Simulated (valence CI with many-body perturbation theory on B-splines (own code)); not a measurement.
**Run record, Rb³⁰⁺**

Computed by configuration interaction combined with many-body perturbation theory (CI+MBPT): five valence electrons over a frozen Dirac-Fock core [He], radial functions for each j: 3 s, 3 p, 2 d, 1 f, with the one-electron correlation potential Σ1 (screened to all orders), the two-electron term Σ2, the three-electron term Σ3, Breit, model QED; selected single and double excitations, second order for the rest, scaled by the run's own slope (own B-spline code, finite nucleus).

Command, and the settings that its task file holds:

```sh
python run_cv.py task.json out
```

```
atom Rb  Z=37  mass_number=85  rms_radius_fm=4.2036
core [He]
valence 2s2 2p3
avg = 1
basis = S
breit = 1
cap = 10000
capref = 1200
cscale = 1
de = 0.0
dress = 0
eps = 2e-08
extrap = 1
h = 0.27
hh = 1
l2 = 3
lcore = 6
maxit = 60
n2 = 5
natural = 1
nlev = 20
nno = [0, 0, 0, 0, 0]
nroot = 26
nsp = [3, 3, 2, 1, 0]
pt2 = 1
qed = 1
rpa = 1
s1 = 1
s2 = 1
s3 = 1
screen = 1
tol = 2e-05
whole = 1
```

It took 8.1 s on 1 thread of Arm Neoverse V2, on a shared host.

Log. The first blocks belong to the next ion, which gives the ionisation energy. Fields: 2J, parity (1 odd), roots, reference size, generating configurations, candidates as configurations/state functions, variational space P, stored matrix elements, Davidson steps; e2 is the range of second-order energies in hartree. The first line gives the box (bohr), its intervals, the orbitals and the steps of their self-consistent field. Window is the range of levels sought, series limit the energy at which the first omitted orbital would enter, core excitation an estimate of the first excitation out of the core, left out the lowest levels not solved, and shifts from estimates the range by which levels moved from their first estimate, all in cm⁻¹.

```
rmax 1.9 intervals 56 orbitals 15 references ['2s2 2p3', '2s 2p4', '2p5'] scf 4 t 0.4
2J=0 par=0 roots 2 ref 28 generators 4 cand 161/220 P 187/248 nnz 0 it 0
2J=0 par=0 roots 2 ref 28 generators 6 cand 32/43 P 219/291 nnz 0 it 0
   second order: generators 10 cand 296/472 e2 -0.00001 -0.00000
reference levels 430, estimated 371, window 16663953 1/cm; series limit 24632082, core excitation 109285413
2J=3 par=1 roots 10 ref 68 generators 20 cand 60/506 P 835/4194 nnz 2e+06 it 4
2J=3 par=1 roots 10 ref 68 generators 20 cand 91/639 P 926/4833 nnz 2.5e+06 it 5
   second order: generators 37 cand 997/9017 e2 -0.00001 -0.00000
2J=5 par=1 roots 6 ref 53 generators 13 cand 161/1086 P 842/4706 nnz 2.5e+06 it 3
2J=5 par=1 roots 6 ref 53 generators 19 cand 109/772 P 951/5478 nnz 3.2e+06 it 5
   second order: generators 30 cand 850/9536 e2 -0.00001 -0.00000
2J=1 par=1 roots 7 ref 45 generators 15 cand 71/393 P 976/3364 nnz 1.2e+06 it 3
2J=1 par=1 roots 7 ref 45 generators 22 cand 59/210 P 1035/3574 nnz 1.3e+06 it 4
   second order: generators 37 cand 794/4577 e2 -0.00000 -0.00000
2J=5 par=0 roots 7 ref 60 generators 19 cand 102/732 P 821/4313 nnz 2.1e+06 it 4
2J=5 par=0 roots 7 ref 60 generators 20 cand 81/849 P 902/5162 nnz 3.1e+06 it 5
   second order: generators 41 cand 1122/12291 e2 -0.00001 -0.00000
2J=3 par=0 roots 9 ref 72 generators 19 cand 76/546 P 847/4245 nnz 2e+06 it 4
2J=3 par=0 roots 9 ref 72 generators 21 cand 73/637 P 920/4882 nnz 2.6e+06 it 6
   second order: generators 42 cand 1168/10600 e2 -0.00001 -0.00000
2J=1 par=0 roots 8 ref 53 generators 19 cand 49/310 P 972/3435 nnz 1.2e+06 it 3
2J=1 par=0 roots 8 ref 53 generators 23 cand 54/174 P 1026/3609 nnz 1.3e+06 it 4
   second order: generators 37 cand 842/4475 e2 -0.00001 -0.00000
2J=7 par=1 roots 2 ref 30 generators 7 cand 154/1237 P 719/3732 nnz 1.7e+06 it 4
2J=7 par=1 roots 2 ref 30 generators 8 cand 41/270 P 760/4002 nnz 1.9e+06 it 4
   second order: generators 18 cand 646/7608 e2 -0.00001 -0.00001
2J=7 par=0 roots 2 ref 27 generators 7 cand 95/861 P 629/3287 nnz 1.5e+06 it 3
2J=7 par=0 roots 2 ref 27 generators 10 cand 94/811 P 723/4098 nnz 2.2e+06 it 5
   second order: generators 19 cand 865/9712 e2 -0.00001 -0.00001
2J=9 par=0 roots 1 ref 8 generators 4 cand 25/373 P 635/2771 nnz 1.1e+06 it 3
2J=9 par=0 roots 1 ref 8 generators 5 cand 40/292 P 675/3063 nnz 1.3e+06 it 3
   second order: generators 10 cand 482/4590 e2 -0.00001 -0.00001
2J=9 par=1 roots 1 ref 11 generators 3 cand 32/160 P 532/2704 nnz 1e+06 it 3
2J=9 par=1 roots 1 ref 11 generators 4 cand 56/410 P 588/3114 nnz 1.3e+06 it 3
   second order: generators 6 cand 373/3799 e2 -0.00001 -0.00001
left out: unestimated 22390737, estimated 17574233, shifts from estimates -3 to 1
operators 0.0
```

The Davidson iterations converged. The settings are bad on purpose, so the numbers may not be properties of the ion.

No measured spectrum was set against this ion. As an estimate, large intervals hold to a few tenths of a per cent, small ones and those within an open d or f shell to about a per cent.

| Quantity | Value |
| --- | --- |
| Valence energy | -734.2355 hartree |
| Ionisation energy | 3597.7 eV (NIST: 3600 ± 30 eV (semi-empirical)) |
| Reference configurations for the orbitals | 2s2 2p3, 2s 2p4, 2p5 |
| Radial orbitals | 15 |
| Box radius | 1.883 bohr |
| Largest variational space | 5478 |
| Lowest levels | (2s^2 2p1/2^2 2p3/2) J=3/2 0.00, (2s^2 2p1/2 2p3/2^2) J=3/2 54.18, (2s^2 2p1/2 2p3/2^2) J=5/2 67.69, (2s^2 2p1/2 2p3/2^2) J=1/2 84.92, (2s^2 2p3/2^3) J=3/2 138.11, (2s 2p1/2^2 2p3/2^2) J=5/2 183.90, (2s 2p1/2^2 2p3/2^2) J=3/2 218.67, (2s 2p1/2^2 2p3/2^2) J=1/2 219.60, (2s 2p1/2 2p3/2^3) J=3/2 [a] 260.47, (2s 2p1/2 2p3/2^3) J=5/2 276.71, (2s 2p1/2 2p3/2^3) J=1/2 296.87, (2s 2p1/2 2p3/2^3) J=3/2 [b] 308.15, (2s 2p3/2^4) J=1/2 367.33, (2p1/2^2 2p3/2^3) J=3/2 453.63 eV |

Levels are named by their leading jj configuration (3d3/2^4 stands for four electrons in 3d with j = 3/2), which in mixed levels can hold well under half, so a name can repeat and another be missing. Letters in brackets count levels of one name in rising energy.
